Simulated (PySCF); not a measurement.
Continuum solvent and chemical shifts

Structure with atom numbers: `[CH3:1][CH:2]=[C:3]=[C:4]([C:5]#[N:6])[CH2:7][C:8]#[N:9]` (H(Xn): hydrogen on atom n).

GIAO PBE0/pcSseg-1 in PySCF on one PBE0-D3(BJ)/def2-SVP conformer, non-relativistic, equivalent nuclei averaged. Solvents enter as an IEF-PCM continuum (benzene with ε = 2.3, dichloromethane with ε = 8.9) around the gas-phase geometry. Shifts are referred to TMS computed in the same medium.

In benzene, δ in ppm: C3 231.4, C8 123.7, C5 120.8, C2 103.2, C4 78.5, C7 23.8, C1 15.8, H(C2) 6.17, H(C7) 2.98, H(C1) 2.00. Dipole moment 7.50 D.

Q: How does each δ change in the more polar medium?

A: 
```csv
atoms,environment,"Δδ, dichloromethane"
C3,central carbon of an allene,+1.2
C8,nitrile carbon,+3.2
C5,nitrile carbon,+2.7
C2,terminal carbon of a cumulated C=C=C unit,+2.0
C4,terminal carbon of a cumulated C=C=C unit,-1.1
C7,allylic sp3 CH2,+0.1
C1,allylic methyl carbon,+0.2
H(C2),hydrogen on a terminal carbon of a cumulated C=C=C unit,+0.22
H(C7),hydrogen on an allylic sp3 CH2,+0.21
H(C1),hydrogen on an allylic methyl carbon,+0.04
```

Changes are relative to benzene. The dipole moment becomes 8.38 D in dichloromethane.

Q: Which nuclei move most (in ppm), and what does the model miss?

A: C8 (nitrile carbon, +3.2 ppm) in dichloromethane. A continuum only polarises the solute; specific hydrogen bonds, the anisotropy of aromatic solvents and changes of geometry or conformer are outside it.
